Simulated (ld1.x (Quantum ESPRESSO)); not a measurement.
**Scattering properties, PAW potential for ruthenium**

```json
{
 "Element": "Ru",
 "Generator": "ld1.x (Quantum ESPRESSO) 7.5",
 "Type": "PAW",
 "Functional": "PBE",
 "Relativity": "scalar-relativistic",
 "Frozen core": "[Ar] 3d10 4s2",
 "Valence charge": "14",
 "Reference configuration": "4p6 4d7 5s1 5p0",
 "Partial waves": "5s (bound): rcut 2.45, rcutus 2.85 bohr; 5s channel at 1.75 Ry: rcut 2.45, rcutus 2.85 bohr; 4p (bound): rcut 1.50, rcutus 1.70 bohr; 5p (bound, empty): rcut 1.50, rcutus 1.70 bohr; 4d (bound): rcut 1.70, rcutus 2.05 bohr; 4d channel at 4.85 Ry: rcut 1.70, rcutus 2.05 bohr",
 "Local potential": "all-electron potential smoothed inside 2.20 bohr (lloc = -2)",
 "Core correction": "a·sin(br)/r model core, default radius (ld1.x builds one for every PAW set, though the input has nlcc=.false.)",
 "Augmentation charge": "PSQ, inside the norm-conserving radii"
}
```

The phase is arctan(r·u′/u) with u = r·R(r), unwrapped; energies in Ry, scanned from -5 to 5 Ry. A pole is an energy at which the radial function vanishes at the test radius. The pseudo phase is shifted by a multiple of π to meet the all-electron one at the reference energy, and phase errors are pseudo minus all-electron; the curves can meet again beyond the range given. Levels narrower than the energy grid can be missing from the lists of poles.

Question: For each channel, where are the poles, and over which energies does the pseudopotential scatter like the atom?

Answer:

| channel | radius (bohr) | reference energy (Ry) | poles, all-electron | poles, pseudo | unbroken range about the reference energy with phases within 0.05 rad | phase error 1 Ry above the reference energy (rad) |
| --- | --- | --- | --- | --- | --- | --- |
| s | 3.11 | -0.31 | 0.97 | 0.97, 4.72 | below 3.3 | -0.000 |
| p | 3.11 | -0.07 | -3.40, 1.91 | -3.40, 1.91 | below 4.5 | +0.000 |
| d | 3.11 | -0.38 | -0.22, 3.71 | -0.22, 3.71 | the whole range | +0.004 |

Phases in the p channel:

```
E (Ry)  all-electron  pseudo
 -5.00         1.420   1.420
 -4.74         1.415   1.415
 -4.48         1.410   1.410
 -4.22         1.403   1.403
 -3.96         1.395   1.395
 -3.70         1.383   1.383
 -3.44         1.200   1.200
 -3.18        -1.746  -1.746
 -2.92        -1.763  -1.763
 -2.66        -1.776  -1.776
 -2.40        -1.790  -1.790
 -2.14        -1.806  -1.806
 -1.88        -1.825  -1.825
 -1.62        -1.848  -1.848
 -1.36        -1.879  -1.879
 -1.10        -1.920  -1.920
 -0.84        -1.979  -1.979
 -0.58        -2.072  -2.072
 -0.32        -2.238  -2.238
 -0.06        -2.588  -2.588
  0.20        -3.308  -3.308
  0.46        -4.001  -4.001
  0.72        -4.330  -4.330
  0.98        -4.490  -4.490
  1.24        -4.583  -4.583
  1.50        -4.645  -4.645
  1.76        -4.691  -4.691
  2.02        -4.728  -4.728
  2.28        -4.761  -4.760
  2.54        -4.792  -4.791
  2.80        -4.823  -4.822
  3.06        -4.858  -4.857
  3.32        -4.900  -4.898
  3.58        -4.954  -4.951
  3.84        -5.032  -5.027
  4.10        -5.162  -5.150
  4.36        -5.418  -5.388
  4.62        -6.008  -5.932
  4.88        -6.846  -6.772
```
